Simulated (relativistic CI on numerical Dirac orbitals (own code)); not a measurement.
## Level scheme of Ir LXVI

Computed by Dirac-Coulomb-Breit CI, orbitals from a KLI potential per configuration, model QED, unscaled Slater integrals (own radial code, finite nucleus).

Configurations in the expansion (outside the closed core [Ne]): 3s2, 3s 3p, 3p2, 3s 3d, 3d2, 3p 3d, 3p 4s, 3d 4s, 3s 4s, 3s 4p, 3s 4d, 3s 4f, 3s 5s, 3s 5p, 3s 5d, 4s2. Levels of other configurations are missing.

| No. | Configuration | Term | J | E (10³ cm⁻¹) | % | Landé g | jj configuration (%) |
| --- | --- | --- | --- | --- | --- | --- | --- |
| 1 | 3s2 | 1S | 0 | 0.0 | 99 |  | closed (99) |
| 2 | 3s 3p | 3P° | 0 | 1199.2 | 100 |  | 3s 3p1/2 (100) |
| 3 | 3s 3p | 3P° | 1 | 1335.6 | 72 | 1.339 | 3s 3p1/2 (100) |
| 4 | 3p2 | 3P | 0 | 2866.7 | 68 |  | 3p1/2^2 (99) |
| 5 | 3s 3p | 3P° | 2 | 4796.6 | 100 | 1.484 | 3s 3p3/2 (100) |
| 6 | 3s 3p | 1P° | 1 | 5116.8 | 71 | 1.127 | 3s 3p3/2 (99) |
| 7 | 3p2 | 1D | 2 | 6319.8 | 55 | 1.129 | 3p1/2 3p3/2 (82) |
| 8 | 3p2 | 3P | 1 | 6341.1 | 100 | 1.486 | 3p1/2 3p3/2 (100) |
| 9 | 3s 3d | 3D | 1 | 6613.6 | 100 | 0.486 | 3s 3d3/2 (100) |
| 10 | 3s 3d | 3D | 2 | 6733.1 | 67 | 1.126 | 3s 3d3/2 (81) |
| 11 | 3s 3d | 3D | 3 | 7420.8 | 100 | 1.319 | 3s 3d5/2 (100) |
| 12 | 3s 3d | 1D | 2 | 7569.7 | 69 | 1.045 | 3s 3d5/2 (95) |
| 13 | 3p 3d | 3F° | 2 | 7905.2 | 75 | 0.747 | 3p1/2 3d3/2 (100) |
| 14 | 3p 3d | 3D° | 1 | 8208.0 | 52 | 0.810 | 3p1/2 3d3/2 (100) |
| 15 | 3p 3d | 3P° | 2 | 8876.2 | 47 | 1.270 | 3p1/2 3d5/2 (100) |
| 16 | 3p 3d | 3F° | 3 | 8903.9 | 51 | 1.100 | 3p1/2 3d5/2 (99) |
| 17 | 3p2 | 3P | 2 | 9999.6 | 64 | 1.306 | 3p3/2^2 (99) |
| 18 | 3p2 | 1S | 0 | 10164.9 | 68 |  | 3p3/2^2 (99) |
| 19 | 3p 3d | 3D° | 2 | 11617.6 | 52 | 1.032 | 3p3/2 3d3/2 (99) |
| 20 | 3p 3d | 3P° | 0 | 11703.9 | 100 |  | 3p3/2 3d3/2 (100) |
| 21 | 3p 3d | 3F° | 3 | 11705.2 | 49 | 1.079 | 3p3/2 3d3/2 (98) |
| 22 | 3p 3d | 3P° | 1 | 11708.4 | 59 | 1.095 | 3p3/2 3d3/2 (100) |
| 23 | 3p 3d | 3F° | 4 | 12324.3 | 100 | 1.236 | 3p3/2 3d5/2 (100) |
| 24 | 3p 3d | 3P° | 2 | 12425.6 | 46 | 1.226 | 3p3/2 3d5/2 (99) |
| 25 | 3p 3d | 3D° | 3 | 12585.2 | 62 | 1.193 | 3p3/2 3d5/2 (98) |
| 26 | 3p 3d | 1P° | 1 | 12696.4 | 65 | 1.053 | 3p3/2 3d5/2 (99) |
| 27 | 3d2 | 3F | 2 | 13344.9 | 73 | 0.759 | 3d3/2^2 (100) |
| 28 | 3d2 | 3P | 0 | 13575.7 | 69 |  | 3d3/2^2 (99) |
| 29 | 3d2 | 3F | 3 | 14114.6 | 100 | 1.069 | 3d3/2 3d5/2 (100) |
| 30 | 3d2 | 3P | 2 | 14218.5 | 50 | 1.164 | 3d3/2 3d5/2 (99) |
| 31 | 3d2 | 1G | 4 | 14241.1 | 72 | 1.057 | 3d3/2 3d5/2 (99) |
| 32 | 3d2 | 3P | 1 | 14265.3 | 100 | 1.487 | 3d3/2 3d5/2 (100) |
| 33 | 3d2 | 3F | 4 | 14962.6 | 72 | 1.165 | 3d5/2^2 (99) |
| 34 | 3d2 | 1D | 2 | 15052.4 | 47 | 1.201 | 3d5/2^2 (100) |
| 35 | 3d2 | 1S | 0 | 15298.7 | 69 |  | 3d5/2^2 (99) |
| 36 | 3s 4s | 3S | 1 | 28481.4 | 100 | 1.986 | 3s 4s (100) |
| 37 | 3s 4s | 1S | 0 | 28613.4 | 100 |  | 3s 4s (100) |
| 38 | 3s 4p | 3P° | 0 | 29108.3 | 99 |  | 3s 4p1/2 (99) |
| 39 | 3s 4p | 3P° | 1 | 29120.9 | 67 | 1.322 | 3s 4p1/2 (100) |
| 40 | 3p 4s | 3P° | 1 | 29901.9 | 65 | 1.317 | 3p1/2 4s (97) |
| 41 | 3p 4s | 3P° | 0 | 29908.8 | 99 |  | 3p1/2 4s (99) |
| 42 | 3s 4p | 3P° | 2 | 30571.9 | 100 | 1.489 | 3s 4p3/2 (100) |
| 43 | 3s 4p | 1P° | 1 | 30621.3 | 66 | 1.163 | 3s 4p3/2 (97) |
| 44 | 3s 4d | 3D | 1 | 31228.1 | 100 | 0.494 | 3s 4d3/2 (100) |
| 45 | 3s 4d | 3D | 2 | 31236.8 | 64 | 1.095 | 3s 4d3/2 (100) |

Energies count from the lowest computed level; ° marks odd parity. Filled j subshells are mostly left out of the jj labels.

The mean weight of the leading LS term, summed over parents, in these 45 levels is 76 %, and that of the leading jj configuration (from the same eigenvectors) 98 %, so jj coupling describes them better and the LS labels are nominal.

At this charge energies of transitions that change n are usually good to better than 1 %, and those within a shell (Δn = 0) to a few per cent.

LS names give the leading component of a level, which can be under half, so a name can repeat, a term be missing and a line seem to break the LS rules.
